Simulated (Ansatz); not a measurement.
Single points on the cluster Be5⁻.

```yaml
crystal:
  periodic: [false, false, false]
  atoms:
    - {symbol: Be, position_ang: [1.096553, -1.507044, -0.376553]}
    - {symbol: Be, position_ang: [1.954021, 0.371812, -0.078197]}
    - {symbol: Be, position_ang: [-0.228132, -1.662000, 1.229210]}
    - {symbol: Be, position_ang: [-0.021817, 0.059828, 0.194109]}
    - {symbol: Be, position_ang: [1.599075, -0.855497, 1.476730]}
basis:
  gaussian: {orbitals: def2-TZVPD, initial_orbitals: start.molden}
total_charge: -1
magnetization: {spin_polarized: true, initial_magnetization: 1}
hamiltonian: {xc: hf}
scf: {omitted_lower_state_checks: [starts]}
output: {orbitals: {seedname: orbitals}}
```

The file start.molden holds the orbitals of an earlier run on this structure, at another level or in another basis.

```sh
$ ansatz run in.yaml --threads 4 --pin off --events-out ev --progress --plain --max-ram 3916MiB
```

It prints (some lines left out):

```
Functional definition: HF
840 factors; their error is unknown
mean field evaluation 1: about -1985.7349 eV, gradient 9.0e0 eV
mean field evaluation 2: about -1986.1443 eV, gradient 5.8e-1 eV
mean field evaluation 4: about -1986.2646 eV, gradient 7.2e-2 eV
mean field evaluation 8: about -1986.2723 eV, gradient 1.6e-1 eV
mean field evaluation 16: about -1986.2763 eV, gradient 1.0e-5 eV
mean field -1986.27629881 eV, -72.9943076347 hartree, gradient 1.0e-5 eV, S^2 1.751523; 0 other end points of the search recorded, 0 dependent functions left out
reference -1986.27629881 eV, -72.9943076347 hartree; 11, 10 occupied and 99, 100 virtual orbitals, 840 factors
Total energy: -1986.27629881 eV, -72.9943076347 hartree
Checks for a lower state left out: starts
```

Run time 0.9 s (4 threads of Arm Neoverse V1 on a shared host).

The first input with `hamiltonian: {xc: {name: B97M-V}}` (abridged; 13 s):

```
Functional definition: B97M-V
mean field evaluation 16: about -2006.1194 eV, gradient 2.5e-5 eV
mean field -2006.11943777 eV, -73.7235295413 hartree, gradient 7.8e-6 eV, S^2 0.839997
Total energy: -2006.11949037 eV, -73.7235314745 hartree
Checks for a lower state left out: starts
```

Geometry: PBE0/def2-TZVPD.

At HF/def2-TZVPD, B97M-V/def2-TZVPD the charge -1 doublet is spin-contaminated (final ⟨S²⟩ up to 1.75, 0.75 for a pure state). At B97M-V/def2-TZVPD the highest occupied level of the charge -1 doublet lies above zero (up to 0.48 eV). By energy differences its removal costs 1.75 eV (vertical, to the charge 0 singlet, at PBE/def2-TZVPD). The structure comes from a short search, and lower isomers may exist.
